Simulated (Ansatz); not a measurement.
BeF, multiplicity 2 (lowest of 2S+1 = 2, 4 at CCSD(T)/def2-TZVPP on PBE0 minima; our sources give no spin for the ground state, which may be another), most abundant isotopes (9.0122 and 18.9984 u). Constants from fifth-degree fits in 1/R to seven points on the lowest solution found; no spin–orbit coupling, no relativity up to Kr; ω_e x_e and α_e move by some per cent with the fit.

Frozen-core correlation. CBS: X⁻³ extrapolation of the correlation energy, Hartree–Fock from the larger set.

Programs: Ansatz (Gaussian basis) for Hartree–Fock, density functionals and correlated methods. Each number belongs to the level named beside it.

```json
[
 {"level": "PBE/def2-TZVPP", "r_e (Å)": "1.3823", "ω_e (cm⁻¹)": "1195.7", "ω_e x_e (cm⁻¹)": "9.22", "α_e (cm⁻¹)": "0.0181"},
 {"level": "CCSD(T)/CBS(aug-cc-pVTZ, aug-cc-pVQZ)", "r_e (Å)": "1.3673", "ω_e (cm⁻¹)": "1259.0", "ω_e x_e (cm⁻¹)": "9.35", "α_e (cm⁻¹)": "0.0178"}
]
```

D_e from total energies of the atoms and the molecule: 6.19 eV at PBE/def2-TZVPP.

### Question
Derive the rotational constants, the centrifugal constant, the fundamental, the zero-point energy and the force constant, and test the Morse rule for the well depth.

### Answer

μ = 6.11258 u.
- PBE/def2-TZVPP: B_e = 16.8576/(μ r_e²) = 1.4433 cm⁻¹; B₀ = B_e − α_e/2 = 1.4342 cm⁻¹; D = 4B_e³/ω_e² = 8.41e-06 cm⁻¹; fundamental ω_e − 2ω_e x_e = 1177 cm⁻¹; zero-point energy ω_e/2 − ω_e x_e/4 = 596 cm⁻¹; k = μ(2πcω_e)² = 515 N/m; a Morse well would hold ω_e²/(4ω_e x_e) = 4.80 eV against the computed D_e of 6.19 eV
- CCSD(T)/CBS(aug-cc-pVTZ, aug-cc-pVQZ): B_e = 16.8576/(μ r_e²) = 1.4752 cm⁻¹; B₀ = B_e − α_e/2 = 1.4663 cm⁻¹; D = 4B_e³/ω_e² = 8.10e-06 cm⁻¹; fundamental ω_e − 2ω_e x_e = 1240 cm⁻¹; zero-point energy ω_e/2 − ω_e x_e/4 = 627 cm⁻¹; k = μ(2πcω_e)² = 571 N/m

Ansatz is a first-principles code.
